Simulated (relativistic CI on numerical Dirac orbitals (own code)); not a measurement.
## Sensitivity of the levels of Cr XVII to α and to the nuclear radius

Method of calculation: Dirac-Coulomb-Breit CI, KLI orbitals optimised for each configuration, derivatives by finite differences, unscaled Slater integrals, QED left out (own radial code, finite nucleus).

CI space (outside the closed core 1s2): 2s²2p⁴, 2s2p⁵, 2p⁶, 2p⁵3s, 2p⁵3p, 2s²2p³3s, 2p⁵3d, 2s²2p³3p. Levels of other configurations are missing.

With x = (α/α₀)² − 1 an excitation energy changes as ω = ω₀ + qx; K = 2q/ω₀ is the relative enhancement. Terms are leading LS components, so labels can repeat. The field-shift factor is F = δν/δ⟨r²⟩ for the transition from the lowest level.

Lowest level 2s²2p⁴ ³P2.

```
        Level  ω₀ (cm⁻¹)  q (cm⁻¹)  F (GHz/fm²)
   2s²2p⁴ ³P0      57346     38200       -0.266
   2s²2p⁴ ³P1      59980     67350      -0.0808
   2s²2p⁴ ¹D2     136893     57080      -0.0221
   2s²2p⁴ ¹S0     259157     99760        -1.95
   2s2p⁵ ³P°2     823080     85600        -60.9
   2s2p⁵ ³P°1     867598    126100          -61
   2s2p⁵ ³P°0     897148    160900          -61
   2s2p⁵ ¹P°1    1135628    122400          -63
      2p⁶ ¹S0    1930962    179500         -121
2s²2p³3s ⁵S°2    5404524     11840         21.5
2s²2p³3s ³S°1    5453338      5697         21.4
2s²2p³3s ³D°2    5549465      3326         21.4
2s²2p³3s ³D°1    5549474      8424         21.4
```

At this charge energies of transitions that change n are usually good to better than 1 %, and those within a shell (Δn = 0) to a few per cent.

Q: Which transition from the lowest level has the largest |K|?

A: 2s²2p⁴ ³P1 at 59980 cm⁻¹, K = 2.25.
